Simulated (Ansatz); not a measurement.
`B[S][Al]([F])[F]` and `C[S][Al]([F])[F]` differ in one atom or group.

Ansatz, PBE0-D4/def2-TZVP geometries, multiplicity 1. Each molecule was computed in one conformer, which needn't be the lowest. `B[S][Al]([F])[F]` holds a close contact that its SMILES doesn't draw: H···Al 1.92 Å.

```
                                        property  `B[S][Al]([F])[F]`
               HOMO energy (PBE/def2-TZVPP) / eV               -7.87
           HOMO–LUMO gap (B3LYP/def2-TZVPP) / eV                6.40
size of the dipole moment (B3LYP/def2-TZVPP) / D                1.89
         HOMO–LUMO gap (ωB97M-V/def2-TZVPP) / eV               10.95
  zero-point energy (PBE0-D4/def2-TZVP) / kJ/mol                76.1
           LUMO energy (ωB97M-V/def2-TZVPP) / eV               -0.33
```

Task: Give the same properties after the change, and the shifts. (Estimate.)

Result: The calculation gave: 
```tsv
property	`C[S][Al]([F])[F]`	shift
HOMO energy (PBE/def2-TZVPP) / eV	-6.42	1.45
HOMO–LUMO gap (B3LYP/def2-TZVPP) / eV	6.14	-0.26
size of the dipole moment (B3LYP/def2-TZVPP) / D	2.25	0.36
HOMO–LUMO gap (ωB97M-V/def2-TZVPP) / eV	10.51	-0.44
zero-point energy (PBE0-D4/def2-TZVP) / kJ/mol	117.3	41.2
LUMO energy (ωB97M-V/def2-TZVPP) / eV	0.71	1.04
```

With PBE0 the HOMO rises by 1.51 eV and the LUMO rises by 1.42 eV, so the gap narrows by about 0.09 eV. PBE moves the HOMO by 1.45 eV and ωB97M-V by 1.47 eV. The zero-point energy changes by 41.2 kJ/mol with +3 modes. Dipoles are sizes alone; their direction can turn.

B3LYP here is the variant with VWN-RPA as its local correlation; programs differ in this.
